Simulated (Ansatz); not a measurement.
C₄H₅ (SMILES [CH]=CC=C), doublet, geometry from GFN2-xTB; B2PLYP/def2-SVP (Ansatz, an electronic-structure program).

Input for Ansatz:
Ansatz 0.2 input:
```yaml
crystal:
  periodic: [false, false, false]
  atoms:
    - {symbol: C, position_ang: [0.60085967, 1.81351297, 0.01556469]}
    - {symbol: C, position_ang: [0.61610420, 0.51445077, 0.00328056]}
    - {symbol: C, position_ang: [-0.56525911, -0.35580246, -0.00191456]}
    - {symbol: C, position_ang: [-0.48769899, -1.67890196, -0.01458395]}
    - {symbol: H, position_ang: [-0.11254112, 2.60487760, 0.02484085]}
    - {symbol: H, position_ang: [1.56076214, -0.02055891, -0.00416798]}
    - {symbol: H, position_ang: [-1.52208225, 0.14758648, 0.00526689]}
    - {symbol: H, position_ang: [0.45913300, -2.19376719, -0.02184815]}
    - {symbol: H, position_ang: [-1.36930637, -2.29769393, -0.01817201]}
basis:
  gaussian:
    orbitals: def2-SVP
hamiltonian:
  xc: {name: B2PLYP}
magnetization: {spin_polarized: true, initial_magnetization: 1}
```

Output, abridged:

```
Functional definition: B2PLYP
840 factors; integrals over basis functions are off by at most 1.6e-3 eV
mean field evaluation 1: about -4210.1088 eV, gradient 2.4e1 eV
mean field evaluation 2: about -4210.1096 eV, gradient 2.4e1 eV
mean field evaluation 4: about -4213.2882 eV, gradient 3.4e0 eV
mean field evaluation 8: about -4213.3748 eV, gradient 2.5e-1 eV
mean field evaluation 16: about -4213.3829 eV, gradient 3.3e-3 eV
mean field evaluation 32: about -4213.3485 eV, gradient 5.5e-1 eV
mean field -4213.38294397 eV, -154.8389672575 hartree, gradient 9.7e-6 eV, S^2 0.808969; 2 other end points of the search recorded, 0 dependent functions left out
4 core orbitals not correlated
reference -4213.38307643 eV, -154.8389721253 hartree; 11, 10 occupied and 66, 67 virtual orbitals, 840 factors
second order -16.65063140 eV of doubles, -0.00000000 eV of singles
Total energy: -4217.87874691 eV, -155.0041849681 hartree
```
